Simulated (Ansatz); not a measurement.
Reaction (formal exchange of groups at the Al–Ge bond): `F[CH2][AlH][GeH3]` + `COC(C)C` → `C[O][AlH][CH2]F` + `C[CH](C)[GeH3]`

Computed with Ansatz on PBE0-D4/def2-TZVP structures; ΔE is electronic, products minus reactants. CBS: MP2 limit from def2 TZ/QZ plus the TZ coupled-cluster correction, frozen cores. DFT in def2-TZVPP. For Ge outer-core shells are correlated without core-valence functions, which leaves a few kJ/mol of doubt a bond. Scalar relativity is left out up to krypton. Each species was taken in one conformer, which may not be the lowest.

```tsv
level	ΔE (kJ/mol)	difference from CCSD(T)/CBS
PBE-D4	-128.1	19.8
r2SCAN-D4	-138.8	9.1
PBE0-D4	-131.0	16.9
ωB97X-V	-139.7	8.2
B2PLYP	-148.1	-0.2
PBE	-126.1	21.8
PBE0	-129.3	18.6
HF/def2-TZVPP	-143.5	4.4
CCSD/def2-TZVPP	-146.8	1.1
CCSD(T)/def2-TZVPP	-146.3	1.6
HF/def2-QZVPP	-144.3	3.6
MP2/def2-QZVPP	-162.0	-14.1
SCS-MP2/def2-QZVPP	-159.1	-11.2
HF/CBS(def2)	-144.4	3.5
MP2/CBS(def2)	-162.4	-14.5
CCSD/CBS(def2)	-148.4	-0.5
CCSD(T)/CBS	-147.9	0
```

Largest T1 diagnostic among the species: 0.012.

The D4 term adds −3.5 kJ/mol with B3LYP and −1.7 kJ/mol with PBE0; it sums over pairs of atoms, weighted by their polarisabilities, and B3LYP, whose exchange is more repulsive, gets the larger term. From PBE to PBE0 (25 % exact exchange), in def2-TZVPP and without D4, ΔE moves by −3.2 kJ/mol.

B3LYP here is the variant with VWN-RPA as its local correlation; programs differ in this.
